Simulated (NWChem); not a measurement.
GeSiH3F3; SMILES [Ge]([SiH3])([F])([F])[F]

```xyz
8

F      0.7167    -1.4055    -1.0089
Ge     0.0000     0.0000    -0.3138
F      0.8588     1.3235    -1.0089
F     -1.5756     0.0820    -1.0089
Si     0.0000     0.0000     2.0630
H      1.4193    -0.0733     2.5038
H     -0.7731    -1.1926     2.5038
H     -0.6462     1.2658     2.5038
```
Atoms are numbered in this order, from 1.

Level: PBE0/def2-SVP (NWChem), optimised geometry, unscaled harmonic frequencies. 

**Question.** List the harmonic frequencies with IR intensities, and the thermochemistry.

**Answer.** 
| frequency (cm⁻¹) | IR intensity (km/mol) |
|---|---|
| 72 | 0.0 |
| 108 | 1.9 |
| 108 | 1.9 |
| 229 | 13.4 |
| 229 | 13.4 |
| 254 | 61.6 |
| 373 | 15.2 |
| 527 | 6.8 |
| 527 | 6.8 |
| 718 | 140.9 |
| 751 | 76.6 |
| 751 | 76.6 |
| 859 | 133.1 |
| 922 | 42.8 |
| 922 | 42.8 |
| 2257 | 23.2 |
| 2280 | 46.1 |
| 2280 | 46.1 |

- zero-point energy = 20.2 kcal/mol
- thermal correction to the enthalpy at 298.15 K (with zero-point energy) = 25.7 kcal/mol
- heat capacity Cv = 24.8 cal/(mol K)
- entropy at 298.15 K and 1 atm (symmetry number 3) = 86.3 cal/(mol K)
- dipole moment = 3.94 D

Rigid rotor and harmonic oscillator; modes under 100 cm⁻¹ make the entropy uncertain.
